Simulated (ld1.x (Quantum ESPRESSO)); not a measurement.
## Ne (Z = 10): one change to an ultrasoft potential, before and after

Ne (Z = 10), ultrasoft, made with ld1.x (Quantum ESPRESSO) 7.5 (PBE, scalar-relativistic). Core [He], reference 2s2 2p6. Waves: 2s (bound): rcut 0.50, rcutus 0.70 bohr; 2s channel at -2.3 Ry: rcut 0.50, rcutus 0.70 bohr; 2p (bound): rcut 1.20, rcutus 1.35 bohr; 2p channel at 0.05 Ry: rcut 1.20, rcutus 1.35 bohr; 3d channel at 0.05 Ry: rcut 1.05, rcutus 1.40 bohr. Local part: all-electron potential smoothed inside 1.35 bohr (lloc = -1). Core correction: a·sin(br)/r model core inside 0.35 bohr. Augmentation charge: built from norm-conserving waves at rcut, not smoothed further.

All-electron outer shells of the reference configuration (PBE, scalar-relativistic, ld1.x):

```tsv
shell	level (eV)	outermost node (bohr)	outermost maximum (bohr)
1s	-830.80	–	0.10
2s	-36.40	0.22	0.68
2p	-13.33	–	0.62
```

Change: wave 2p channel at 0.05 Ry: rcut 1.20, rcutus 1.35 bohr becomes 2p channel at 0.46 Ry: rcut 1.20, rcutus 1.35 bohr.

Cutoffs: the cutoffs (Ry, on a coarse ladder) from which the occupation-weighted sum of valence levels, in a spherical-Bessel basis at the reference potential, stays within 10 and 1 mRy of its value at 400 Ry; they do not see the model core or the augmentation charge, which bear on the density cutoff. Errors are all-electron minus pseudo energies relative to the spin-unpolarised reference configuration.

Question: What does the change do?

Answer: The potential gets neither clearly harder nor softer (45 Ry and 110 Ry → 45 Ry and 110 Ry); of the 6 tests that both files solve, the error grows in 5 and shrinks in 1 by more than 15 % and 0.3 meV (median size 102.5 → 217.6 meV); the range in which the p phases agree narrows (upper end 4.9 → 2.3); neither file shows a bound ghost.

```csv
quantity,base,changed
"cutoff, loose",45 Ry,45 Ry
"cutoff, tight",110 Ry,110 Ry
bound ghosts,none,none
"error for 2s2 2p5, meV [ΔE 22.48 eV]",+24,+49
"error for 2s2 2p4, meV [ΔE 65.74 eV]",+181,+386
"error for 2s2 2p3, meV [ΔE 133.17 eV]",+659,+1321
"error for 2s2 2p5.5, meV [ΔE 8.87 eV]",+3.6,+7.2
"error for 2s2 2p2, meV [ΔE 227.80 eV]",+1741,+3045
"error for 2s1 2p6, meV [ΔE 45.88 eV]",-17,+6.1
s: phases at 1.55 bohr within 0.05 rad from the reference energy up to (Ry; the scan ends near 5),to the end of the scan,to the end of the scan
p: phases at 1.55 bohr within 0.05 rad from the reference energy up to (Ry; the scan ends near 5),4.9,2.3
d: phases at 1.55 bohr within 0.05 rad from the reference energy up to (Ry; the scan ends near 5),to the end of the scan,to the end of the scan
lowest overlap eigenvalue by channel,"s 0.27, p 1.00, d 0.98","s 0.27, p 1.00, d 0.98"
```
